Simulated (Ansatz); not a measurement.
Two isomers of CH6AlBOSi: A = `[BH]1C[SiH2][O][AlH]1`, B = `C[SiH2][B]1[O][AlH]1`.

Gas-phase electronic energies from Ansatz, PBE0-D4/def2-TZVP geometries. CCSD(T)/CBS adds triple-zeta CCSD(T) − MP2 to the extrapolated MP2 energy (def2 sets, frozen cores). Functionals use def2-TZVPP. B3LYP here is the variant with VWN-RPA as its local correlation; programs differ in this. Each species was taken in one conformer, which may not be the lowest.

A:

```xyz
11

B     1.327   -0.041    0.615
C     0.318    1.100    0.333
Si   -1.328    0.209   -0.046
O    -0.889   -1.118   -0.908
Al    0.767   -1.597   -0.748
H     2.036   -0.030    1.581
H     0.258    1.934    1.035
H     0.497    1.500   -0.680
H    -2.233    1.080   -0.842
H    -2.028   -0.171    1.211
H     1.275   -2.865   -1.551
```

B:

Z-matrix (Å, degrees):
```
C
Si 1 1.874
H 1 1.092 2 110.3
H 1 1.092 2 110.8 3 119.7
H 1 1.092 2 110.8 3 -120.2
B 2 2.015 1 109.6 3 -54.9
H 2 1.492 1 110.6 3 -179.0
H 2 1.491 1 110.3 3 61.6
Al 6 2.039 2 155.7 1 45.7
O 6 1.314 2 141.9 1 -135.8
H 9 1.587 6 151.5 2 179.1
```

(1) Which is lower in electronic energy at CCSD(T)/CBS, and by how much? (Estimate.)

(2) Give E(B) − E(A) in kcal/mol with MP2/def2-TZVPP, r2SCAN-D4, CCSD/def2-TZVPP, PBE0-D4, B2PLYP, CCSD(T)/def2-TZVPP, B3LYP. (An estimate is asked.)

Largest T1 diagnostic: 0.016.

Results:

(1) Computed: A, by 29.5 kcal/mol.

(2) Ansatz gave: MP2/def2-TZVPP 30.9, r2SCAN-D4 26.5, CCSD/def2-TZVPP 30.4, PBE0-D4 26.9, B2PLYP 27.6, CCSD(T)/def2-TZVPP 28.4, B3LYP 25.1. None reverses the order clearly.

The D4 term adds +1.8 kcal/mol with B3LYP and +0.9 kcal/mol with PBE0; it sums over pairs of atoms, weighted by their polarisabilities, and B3LYP, whose exchange is more repulsive, gets the larger term. In def2-TZVPP, CCSD(T) changes the Hartree–Fock value by −7.6 kcal/mol (the triples alone add −1.9 kcal/mol) and MP2 by −5.2 kcal/mol.
